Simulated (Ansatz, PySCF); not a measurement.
Species: C5H7Ge, net charge 0, doublet state. SMILES: [GeH2][C]1=CCC=C1
Geometry: optimised at B3LYP-D3(BJ)/def2-TZVP (Ansatz, a program for electronic structure).

Quantity: size of the dipole moment, in D. Terms: no spin-orbit coupling; UHF or UKS for open shells; dispersion terms only where a functional's name holds one; six Cartesian d functions in 6-31G* and its kin unless marked 5d; LANL2DZ with its own core potentials from Na on; non-relativistic. First-principles rows: single points at B3LYP-D3(BJ) geometries (Ansatz).

| level | program | size of the dipole moment (D) |
|---|---|---|
| PBE/STO-3G | Ansatz | 0.58 |
| PBE/LANL2DZ | Ansatz | 1.60 |
| BLYP/6-31G* | Ansatz | 1.76 |
| BLYP/6-31G* with LANL2DZ past Ar | Ansatz | 1.65 |
| B3LYP/6-31G | Ansatz | 1.63 |
| B3LYP/6-31G* | Ansatz | 1.57 |
| B3LYP/6-31G* with LANL2DZ past Ar | Ansatz | 1.52 |
| M06-2X/6-31G* with LANL2DZ past Ar (5d) | PySCF | 1.42 |

No value to compare with is used here. The 8 habitual levels span 0.58 (PBE/STO-3G) to 1.76 D (BLYP/6-31G*).

The levels are drawn from those run, B3LYP/6-31G* more often than the rest, none by its result; left out are runs that failed, that the program found above a lower state of the same kind, or whose <S^2> lies over 0.5 above the pure value.
